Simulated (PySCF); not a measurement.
**Computed data sheet: `N[P@]1(=N[SiH3])C=CCC1`**

Species: C4H11N2PSi.
SMILES with atom numbers: `[NH2:1][P@:2]1(=[N:3][SiH3:4])[CH:5]=[CH:6][CH2:7][CH2:8]1` (hydrogens: H9, H10 on N1; H11, H12, H13 on Si4; H14 on C5; H15 on C6; H16, H17 on C7; H18, H19 on C8)

Cartesian coordinates in Å at the GFN2-xTB level; atoms count from 1:
```
atom  x, y, z in Å
N1     0.1141    1.6675    1.5729
P2     0.3322    0.5927    0.2930
N3     1.7689    0.7137   -0.3102
Si4    2.4938   -0.1999   -1.5735
C5    -1.1527    0.8268   -0.7239
C6    -2.0716   -0.0885   -0.4527
C7    -1.7846   -1.0633    0.6504
C8    -0.2894   -1.0152    0.9675
H9     0.9186    1.6161    2.1921
H10    0.0420    2.6195    1.2273
H11    1.5716   -1.0635   -2.3282
H12    3.5206   -1.0552   -0.9692
H13    3.0884    0.7790   -2.4836
H14   -1.2276    1.5788   -1.4923
H15   -3.0287   -0.1507   -0.9514
H16   -2.3724   -0.7713    1.5251
H17   -2.1035   -2.0681    0.3637
H18    0.2489   -1.8130    0.4511
H19   -0.0785   -1.0960    2.0342
```

Among its groups: C=C double bond and Si–H bond.

**GFN2-xTB geometry**

```yaml
Point_group_of_the_GFN2-xTB_geometry: C1
Rotational_constants_A_B_C_of_the_GFN2-xTB_geometry: 2.319, 1.027, 0.907 GHz
```

PBE0/pcSseg-1 ground state and GIAO shieldings, non-relativistic (PySCF):

```yaml
Dipole_moment: 3.66 D
HOMO_energy: -6.49 eV
LUMO_energy: -0.59 eV
HOMO–LUMO_gap: 5.90 eV
Lowest_Hirshfeld_atomic_charge: -0.42 e on N3
Highest_Hirshfeld_atomic_charge: +0.43 e on P2
13C_chemical_shifts_computed_TMS_as_zero_by_class: 158.5 (C6), 134.6 (C5), 33.0 (C7), 31.8 (C8) ppm
1H_chemical_shifts_computed_TMS_as_zero_by_class: 6.98 (H15), 5.99 (H14), 4.88 (H11/H12/H13), 2.65 (H16), 2.61 (H17), 1.91 (H9/H10), 1.85 (H19), 1.56 (H18) ppm
Isotropic_shieldings_of_nuclei_other_than_C_and_H_by_class: 198 (N1), 201 (N3), 419 (Si4), 281 (P2) ppm
Mayer_bond_orders_between_heavy_atoms: N1–P2 1.04, P2–N3 1.68, N3–Si4 1.03, P2–C5 0.90, C5–C6 1.85, C6–C7 1.03, C7–C8 1.01, C8–P2 0.91
```

Monoisotopic mass (most abundant isotopes): 146.0429 u.

A dipole of 3.66 D is allowed in C1, and pure rotational transitions are dipole-allowed. With B = h/(8π²I), that is 505.379 GHz u Å² over I, the principal moments of inertia are 217.9, 492.2 and 557.0 u Å² (most abundant isotopes); the inertial defect Ic − Ia − Ib is -153.1 u Å² (zero for a rigid planar frame, negative otherwise). The dipole equals about 12.2 × 10⁻³⁰ C·m (1 D = 3.33564 × 10⁻³⁰ C·m). The rotational constants make it an asymmetric top with κ = (2B − A − C)/(A − C) = -0.83, nearer the prolate limit (−1).

Geometry: GFN2-xTB, one conformer, isolated molecule. GFN2-xTB frequencies show an imaginary mode (64i cm⁻¹), so this geometry is no minimum at that level. NMR classes are plain means over equivalent atoms (diastereotopic ones count apart unless rotation or inversion swaps them), as if these changed places fast; in this geometry the members of some classes differ.
